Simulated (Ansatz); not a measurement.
`C=C(C)B(C)F`. The species carries charge 0 and has multiplicity 1.

Z-matrix (Å, degrees):
```
C
C 1 1.500
H 1 1.094 2 111.2
H 1 1.094 2 111.2 3 118.3
H 1 1.092 2 111.8 3 -120.9
B 2 1.562 1 119.8 3 -59.0
C 2 1.336 1 121.5 3 120.9
C 6 1.562 2 124.2 1 0.5
F 6 1.337 2 117.5 1 -179.7
H 7 1.088 2 122.1 1 0.0
H 7 1.085 2 121.1 1 -180.0
H 8 1.096 6 110.2 2 59.5
H 8 1.096 6 110.6 2 -56.6
H 8 1.091 6 113.2 2 -178.8
```

Question: List the harmonic frequencies (cm⁻¹, unscaled) at PBE0-D4/def2-TZVP in Ansatz. (Estimate.)

Answer: The calculation gave: 20, 54, 169, 197, 294, 327, 390, 468, 519, 665, 698, 840, 896, 962, 1000, 1017, 1062, 1124, 1262, 1346, 1358, 1405, 1439, 1450, 1455, 1473, 1487, 1690, 3037, 3040, 3094, 3097, 3122, 3134, 3146, 3228.

Question: Is this a minimum?

Answer: Yes, all 36 modes are real.

Question: Give the ideal-gas thermochemistry at 298.15 K and 1 bar (rigid rotor, harmonic oscillator; point group Cs, symmetry number 1).

Answer: Zero-point energy 298.8 kJ/mol; H(298) − E = 322.1 kJ/mol; entropy 371.3 J/(mol·K), of which translation 164.4, rotation 112.7, vibration 94.3; G(298) − E = 211.4 kJ/mol. Modes under 100 cm⁻¹ are hindered rotations or soft bends, so the harmonic entropy is rough.

Question: Rotational constants (cm⁻¹)?

Answer: 0.1538, 0.1002, 0.06206.
